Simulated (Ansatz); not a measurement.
```xyz
7

O    -0.1539    0.3993   -1.8999
As   -0.9215    0.7020   -0.3277
S    -0.9512   -1.4646    0.3164
Se    0.8966    1.4654    1.0400
H     0.6760   -0.0839   -1.8184
H    -1.1037   -1.1715    1.6188
H     1.5577    0.1532    1.0707
```

Charge 0, multiplicity 1.

Q: List the B3LYP/def2-TZVPP orbital energies in eV (Ansatz 0.2.0). (Estimate.)

A: Computed: Occupied: -12351.27, -11590.00, -2418.24, -1580.60, -1466.76, -1418.77, -1418.74, -1418.69, -1311.33, -1311.33, -1311.29, -521.19, -216.24, -212.91, -191.94, -160.79, -160.73, -160.58, -156.98, -156.88, -156.71, -139.10, -139.08, -138.95, -57.76, -57.74, -57.59, -57.52, -57.49, -46.31, -46.29, -46.19, -46.16, -46.12, -27.85, -20.71, -19.36, -16.58, -13.40, -11.92, -10.86, -10.59, -9.80, -8.69, -8.25, -7.16, -6.88. Lowest empty: -1.61, -1.01, -0.56, 0.19, 0.36, 1.53, 4.04, 4.18.

B3LYP here is the variant with VWN-RPA as its local correlation; programs differ in this.
